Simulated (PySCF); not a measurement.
# Scandium: a sound run and one with changed settings

Sound run: Sc [Ar] 3d1 4s2, Sc⁺ [Ar] 3d1 4s1. Computed with PySCF 2.14 in cc-pVDZ (6s5p3d1f, 43 functions), with the non-relativistic Hamiltonian (point nucleus). In the sound run the correlated levels freeze [Ar]. The sound run starts from symmetry-adapted Hartree-Fock orbitals and uses a fine grid where one is needed.

Changed run: basis STO-3G. This setting is unsound on purpose.

| species | method | sound run (hartree) | changed run (hartree) | converged |
| --- | --- | --- | --- | --- |
| Sc | UHF | -759.73789 | -751.99361 | yes |
| Sc | M06-2X | -760.61349 | -752.81587 | yes |
| Sc | MP2 | -759.76419 | -752.02170 | yes |
| Sc⁺ | UHF | -759.54057 | -751.82319 | yes |
| Sc⁺ | M06-2X | -760.36448 | -752.57214 | yes |
| Sc⁺ | MP2 | -759.54297 | -751.82319 | yes |

Ionisation energy of Sc:

| method | sound run (eV) | changed run (eV) |
| --- | --- | --- |
| UHF | 5.369 | 4.637 |
| M06-2X | 6.776 | 6.632 |
| LDA | 6.654 | 6.550 |
| MP2 | 6.020 | 5.402 |
| SCS-MP2 | 6.149 | 5.555 |

A minimal basis cannot let orbitals breathe on ionisation and holds almost no correlation.

For comparison, NIST gives 6.561 eV between the lowest levels.
